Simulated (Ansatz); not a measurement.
Consider the cleavage of the Si–Ga bond: `[GaH2][SiH2][SnH3]` + CH₃OH → `CO[SiH2][SnH3]` + `[GaH3]`.

Isolated molecules relaxed with PBE0-D4/def2-TZVP in Ansatz; ΔE leaves out vibrations. CCSD(T)/CBS is the MP2 limit (def2-TZVPP, def2-QZVPP) plus CCSD(T) − MP2 in def2-TZVPP, frozen cores. This one scheme is used for every species. Functionals use def2-TZVPP. def2 core potentials past Kr. For Ga, Sn outer-core shells are correlated without core-valence functions, which leaves a few kJ/mol of doubt a bond. Scalar relativity is left out up to krypton. Each species was taken in one conformer, which may not be the lowest.

`[GaH2][SiH2][SnH3]`:

Cartesian coordinates in Å:
```
Ga 2.165 -0.242 -0.640
Si 0.104 -1.043 0.291
Sn -1.621 0.863 0.267
H 3.242 0.439 0.280
H 2.419 -0.321 -2.188
H -0.485 -2.168 -0.489
H 0.239 -1.485 1.708
H -1.066 2.186 1.196
H -1.878 1.420 -1.329
H -3.120 0.351 0.904
```

CH₃OH:

Z-matrix (Å, degrees):
```
C
O 1 1.409
H 1 1.097 2 112.4
H 1 1.090 2 107.0 3 -118.5
H 1 1.097 2 112.4 3 123.0
H 2 0.959 1 108.5 3 -61.6
```

`CO[SiH2][SnH3]`:

Z-matrix (Å, degrees):
```
C
O 1 1.408
H 1 1.096 2 111.5
H 1 1.097 2 111.6 3 121.4
H 1 1.091 2 108.2 3 -119.3
Si 2 1.646 1 122.8 3 -59.9
Sn 6 2.576 2 112.1 1 -60.8
H 6 1.483 2 106.0 1 178.5
H 6 1.493 2 110.5 1 60.3
H 7 1.711 6 111.9 2 61.4
H 7 1.709 6 110.2 2 -179.2
H 7 1.709 6 111.8 2 -59.2
```

`[GaH3]`:

Z-matrix (Å, degrees):
```
Ga
H 1 1.568
H 1 1.568 2 120.0
H 1 1.568 2 120.0 3 -179.9
```

| level | ΔE (kcal/mol) |
| --- | --- |
| PBE-D4 | -7.3 |
| ωB97X-V | -12.7 |
| ωB97M-V | -13.0 |
| r2SCAN | -10.8 |
| PBE0 | -8.1 |
| CCSD(T)/def2-TZVPP | -11.3 |
| SCS-MP2/def2-QZVPP | -13.6 |
| HF/CBS(def2) | -17.2 |

**Question.** What does CCSD(T)/CBS give? (An estimate is asked.)

**Answer.** Computed: -10.9 kcal/mol. The listed levels differ from it by 3.6, -1.8, -2.1, 0.1, 2.8, -0.4, -2.7, -6.3 kcal/mol.

Largest T1 diagnostic among the species: 0.014.

From PBE to PBE0 (25 % exact exchange), in def2-TZVPP and without D4, ΔE moves by −1.1 kcal/mol. In def2-TZVPP, CCSD(T) changes the Hartree–Fock value by +5.2 kcal/mol (the triples alone add +0.6 kcal/mol) and MP2 by +4.1 kcal/mol.

CCSD(T)/CBS has its own doubt, a few kJ/mol and more with outer-core shells, so smaller differences from it don't rank the levels.
